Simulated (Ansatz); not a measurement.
Harmonic frequencies (cm⁻¹) at PBE0-D4/def2-TZVP from Ansatz: 148, 148, 346, 347, 533, 533, 657, 657, 691, 1039, 1039, 1200, 1403, 1462, 1462, 2185, 2372, 3046, 3116, 3116, 3485.

Question: Which molecule is it?
A. `C=C=C1C=C1`
B. `C#CC#CC`
C. `N/C(O)=C\O`
D. `S[SiH]1[NH][GeH2]1`

Answer: B.
